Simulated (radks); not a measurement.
All-electron atom: Mo+ in [Ar] 3d10 4s1 4p6 4d5 5p1 (not the ground configuration).

Method: Dirac Kohn-Sham, HCTH/407, spin-unpolarised, spherical densities, point nucleus; open shells fill j = l - 1/2 first; computed with a radial shooting solver on a logarithmic mesh with Libxc functionals.

Energy parts (hartree):
| part | energy |
|---|---|
| total | -4049.10071 |
| kinetic | 4197.94857 |
| electron-nucleus | -9762.05897 |
| Hartree | 1640.94867 |
| exchange-correlation | -125.93899 |

Orbitals (lengths in bohr, moments of r in powers of bohr):
orbital  occ.  eigenvalue (hartree)     <r^2>  small-component weight
1s1/2       2             -728.4663  0.001670                2.34e-02
2s1/2       2             -103.5235   0.02779                4.81e-03
2p1/2       2             -95.35210   0.02097                4.82e-03
2p3/2       4             -91.43493   0.02234                4.66e-03
3s1/2       2             -18.13418    0.2101                1.29e-03
3p1/2       2             -15.01334    0.2079                1.23e-03
3p3/2       4             -14.36587    0.2181                1.19e-03
3d3/2       4              -8.83819    0.2036                1.08e-03
3d5/2       6              -8.71500    0.2069                1.07e-03
4s1/2       1              -2.87244     1.359                2.95e-04
4p1/2       2              -1.97338     1.629                2.50e-04
4p3/2       4              -1.87830     1.708                2.40e-04
4d3/2       4              -0.56621     3.380                1.35e-04
4d5/2       1              -0.55634     3.446                1.33e-04
5s1/2       0              -0.43189     10.80                4.38e-05
5p1/2       1              -0.27544     17.31                2.68e-05
5p3/2       0              -0.26779     18.15                2.55e-05

The highest occupied level is 5p1/2 at -7.495 eV. The configuration is held as typed, so some empty levels lie below it. Summed over all electrons, <r^2> = 49.68 bohr^2, which gives a Langevin (diamagnetic) susceptibility term of -39.3 x 10^-6 cm^3/mol. The density falls to 0.001 e/bohr^3 at r = 4.49 bohr.
